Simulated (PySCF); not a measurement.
Choosing a molecule for a target property.

All species are isolated and taken at one optimised geometry, non-relativistic unless stated; the electronic structure was computed with PySCF and density fitting.

The conformers computed, where there is a choice (atom-mapped SMILES and torsion angles):
- `[CH2:1][N:2]([CH:3]=[CH2:4])[CH2:5][CH3:6]`: C1–N2–C3–C4 175°, C1–N2–C5–C6 -91°
- `[CH3:1][CH:2][C@@H:3]1[CH2:4][CH2:5][NH:6]1`: C1–C2–C3–C4 -142°
- `[NH2:1][C:2](=[O:3])[C@H:4]1[S:5][CH:6][C:7]1=[O:8]`: N1–C2–C4–S5 -155°, H–N1–C2–O3 -165°, H–N1–C2–O3 -6°

Question: Wanted: smallest rotational constant below 1.9 GHz (GFN2-xTB) and isotropic g value above 2.006 (unrestricted B3LYP/pcH-1, mean-field spin–orbit), at GFN2-xTB geometries. Which candidate meets both?
A. `NC(=O)[C@H]1S[CH]C1=O` [radical]
B. `[CH](C)[C@H]1NCC1` [radical]
C. `C[Si](C)Cl` [radical]
D. `[SiH2]n1cccc1` [radical]
E. `[CH2]N(C=C)CC` [radical]

Answer: A. Computed values:
```csv
species,smallest rotational constant,isotropic g value
NC(=O)[C@H]1S[CH]C1=O [radical],1.120 GHz,2.00767
[SiH2]n1cccc1 [radical],1.760 GHz,2.00262
[CH](C)[C@H]1NCC1 [radical],2.000 GHz,2.00244
[CH2]N(C=C)CC [radical],2.155 GHz,2.00278
C[Si](C)Cl [radical],2.260 GHz,2.00472
```
